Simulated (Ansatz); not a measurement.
Ideal-gas functions of F$_{2}$OSe, SMILES `O=[Se](F)F` at 800 K and 1 bar, from an Ansatz frequency run at PBE0-D4/def2-TZVP.

Molar mass 132.95 g/mol, point group Cs (symmetry number 1), electronic degeneracy 1, moments of inertia 77.228, 80.419, 121.546 u Å². Harmonic wavenumbers (cm⁻¹, unscaled): 272, 297, 371, 650, 686, 1095.

Use S(trans) = R[1.5 ln M + 2.5 ln T − 1.1517]; rotational temperatures θ = 24.2544 K / I; S(rot) = R[ln(√π/σ · √(T³/θAθBθC)) + 1.5]; for each mode x = 1.438777 ν̃/T, S = R[x/(eˣ − 1) − ln(1 − e⁻ˣ)] and H = RT x/(eˣ − 1); 1 cm⁻¹ = 0.0119627 kJ/mol; R = 8.31446 J/(mol·K).

Q: By hand: the entropy, in J/(mol·K).

A: Translation 190.4. Rotation: θ = 0.3141, 0.3016, 0.1995 K, giving 117.1. Vibration, mode by mode: 14.34, 13.63, 11.83, 7.47, 7.08, 3.91, in all 58.3. Electronic 0.0. Sum 365.8 J/(mol·K).

Q: By hand: H − E and G − E in kJ/mol, counted from the electronic energy.

A: Zero-point energy ½ × 3371 × 0.0119627 = 20.2; thermal vibration 23.9; translation, rotation and pV give 4 RT = 26.6. H − E = 70.7 kJ/mol, and G − E = 70.7 − 800 × 365.8/1000 = -221.9 kJ/mol.

Vibration gives 16 % of the entropy.
